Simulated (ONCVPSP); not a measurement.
## Ni (Z = 28): excitation energies, all-electron against ONCV

ONCVPSP 4.0.1 input, shortened (lines: element, Z, core and valence counts, functional; n l f; lmax; l rc ep ncon nbas qcut; lloc lpopt rc5 dvloc0; l nproj debl; icmod fcfact rcfact), PBE, scalar-relativistic:

```
  Ni 28.00    3    5        4      upf
    1    0    2.00
    2    0    2.00
    2    1    6.00
    3    0    2.00
    3    1    6.00
    3    2    8.00
    4    0    1.00
    4    1    1.00
    2
    0    1.45    0.00    5   10    8.90
    1    1.40    0.00    3    7   10.40
    2    1.25    0.00    3    8   13.00
    4    5    0.80    2.00
    0    2    3.40
    1    2    0.80
    2    2    2.90
    1    0.40    0.00
```

Energies are relative to the spin-unpolarised reference configuration 3s2 3p6 3d8 4s1 4p1; without spin polarisation the order of configurations can differ from experiment.

| valence configuration | charge | ΔE all-electron (eV) | error AE − PS (meV) |
| --- | --- | --- | --- |
| 3s2 3p6 3d8 4s2 4p0 | 0 | -4.596 | +0.5 |
| 3s2 3p6 3d8 4s1.5 4p0 | +0.5 | -0.878 | 0.0 |

What are ΔE and the potential's error for 3s2 3p6 3d8 4s0 4p0?

ΔE = 22.078 eV all-electron; the error (AE − PS) is 0.0 meV.

What are ΔE and the potential's error for 3s2 3p6 3d8 4s1 4p0?

ΔE = 4.727 eV all-electron; the error (AE − PS) is -0.3 meV.

Levels in the configuration 3s2 3p6 3d8 4s0 4p0:

| level | all-electron (eV) | pseudo (eV) |
| --- | --- | --- |
| 3s | -130.746 | -130.758 |
| 3p | -91.097 | -91.100 |
| 3d | -28.366 | -28.378 |
